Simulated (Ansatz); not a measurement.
Geometry optimisation, Ansatz 0.2.0, RHF/6-31G.

The input (input.yaml):

```yaml
crystal:
  periodic: [false, false, false]
  atoms:
    - { symbol: O, position_ang: [1.1587, -1.5877, 2.1036] }
    - { symbol: Si, position_ang: [0.81, -0.9755, 0.5635] }
    - { symbol: O, position_ang: [0.1318, -2.2287, -0.3084] }
    - { symbol: Si, position_ang: [-0.5253, 0.8628, 0.6084] }
    - { symbol: Si, position_ang: [-2.54767, 0.15985, 1.45578] }
    - { symbol: H, position_ang: [0.3434, -1.8823, 2.568] }
    - { symbol: H, position_ang: [2.1348, -0.6226, -0.0547] }
    - { symbol: H, position_ang: [0.808, -2.9531, -0.4729] }
    - { symbol: H, position_ang: [0.10864, 1.96174, 1.53593] }
    - { symbol: H, position_ang: [-0.64573, 1.54532, -0.69833] }
    - { symbol: H, position_ang: [-2.40514, -0.39513, 2.80186] }
    - { symbol: H, position_ang: [-3.10616, -0.85529, 0.50922] }
    - { symbol: H, position_ang: [-3.53898, 1.34108, 1.55051] }
basis:
  gaussian: { orbitals: "6-31G" }
hamiltonian:
  xc: hf
relax:
  f_tol: 0.015
  max_steps: 40
```

Launched with:

```bash
$ ansatz run input.yaml --threads 1 --pin off --max-ram 2048MiB --backend cpu --events-out ev --progress --plain --runs-dir out
```

Where does it end, and by what steps?

The run converged. Limits of this set-up: no polarisation functions. After 27 steps the energy has fallen by 0.736 eV; H6 moved furthest, 0.95 Å.

| step | energy less start (eV) | largest force component (eV/Å) | accepted |
| --- | --- | --- | --- |
| 0 | 0.0000 | 2.768 | yes |
| 1 | -0.5001 | 1.818 | yes |
| 2 | -0.6071 | 0.865 | yes |
| 3 | -0.7086 | 0.497 | yes |
| 4 | -0.7242 | 0.060 | yes |
| 5 | -0.7269 | 0.034 | yes |
| 6 | -0.7283 | 0.102 | yes |
| 7 | -0.7286 | 0.065 | yes |
| 8 | -0.7308 | 0.018 | yes |
| 9 | -0.7318 | 0.021 | yes |
| 10 | -0.7316 | 0.264 | no |
| 11 | -0.7332 | 0.061 | yes |
| 12 | -0.7332 | 0.130 | yes |
| 13 | -0.7336 | 0.146 | yes |
| 14 | -0.7344 | 0.076 | yes |
| 15 | -0.7345 | 0.044 | yes |
| 16 | -0.7349 | 0.030 | yes |
| 17 | -0.7353 | 0.029 | yes |
| 18 | -0.7356 | 0.036 | yes |
| 19 | -0.7359 | 0.042 | yes |
| 20 | -0.7359 | 0.056 | no |
| 21 | -0.7361 | 0.029 | yes |
| 22 | -0.7351 | 0.076 | no |
| 23 | -0.7361 | 0.035 | yes |
| 24 | -0.7353 | 0.084 | no |
| 25 | -0.7364 | 0.020 | yes |
| 26 | -0.7364 | 0.019 | yes |
| 27 | -0.7364 | 0.014 | yes |

```xyz
13
Properties=species:S:1:pos:R:3
O 1.602 -1.422 2.075
Si 0.957 -0.959 0.572
O -0.037 -2.187 -0.068
Si -0.514 0.881 0.730
Si -2.710 0.143 1.240
H 1.195 -1.620 2.904
H 2.160 -0.778 -0.277
H 0.158 -3.080 -0.312
H -0.019 1.812 1.790
H -0.511 1.617 -0.570
H -2.674 -0.778 2.416
H -3.305 -0.570 0.076
H -3.576 1.311 1.588
```

Time of the run: 55 s on 1 thread of Arm Neoverse V2, with other jobs on the host, peak memory 0.15 GiB.
